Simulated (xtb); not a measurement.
Al(F)2(Et) (C2H5AlF2), SMILES C[CH2][Al]([F])[F]. All values are semi-empirical tight-binding results from xtb (GFN2-xTB unless named), good for trends rather than for accurate numbers. Geometry optimised at GFN2-xTB. The structure was generated by enumeration; whether it is a known compound was not checked. The values are those of a single conformer.

Optimised geometry:

Bond lengths (Å): Al1–F2 1.651, Al1–F3 1.650, Al1–C4 1.992, C4–C5 1.531, C4–H6 1.094, C4–H7 1.094, C5–H8 1.088, C5–H9 1.088, C5–H10 1.090. Bond angles (°): F2–Al1–F3 115.0, F2–Al1–C4 121.0, F3–Al1–C4 124.0, Al1–C4–C5 110.7, Al1–C4–H6 110.2, Al1–C4–H7 110.1, C5–C4–H6 110.2, C5–C4–H7 110.0, H6–C4–H7 105.5, C4–C5–H8 110.8, C4–C5–H9 110.8, C4–C5–H10 110.7, H8–C5–H9 107.6, H8–C5–H10 108.4, H9–C5–H10 108.4.

For metal compounds this method's bond lengths and energies can be far off.

### Question
Estimate the properties. (An estimate is asked for; the answer gives what the named calculation found.)

### Answer

```json
{
 "orbital_gap": "4.22 eV",
 "zero_point_energy": "42.6 kcal/mol",
 "G − E(el) at 298.15 K (modified RRHO)": "22.6 kcal/mol"
}
```

Computed atomic charges and the Wiberg bond orders between heavy atoms:
charges (e) Al1 0.48, F2 -0.26, F3 -0.26, C4 -0.14, C5 -0.11, H6 0.07, H7 0.07, H8 0.05, H9 0.05, H10 0.05. Bond orders Al1–F2 1.22, Al1–F3 1.22, Al1–C4 1.02, C4–C5 1.00.
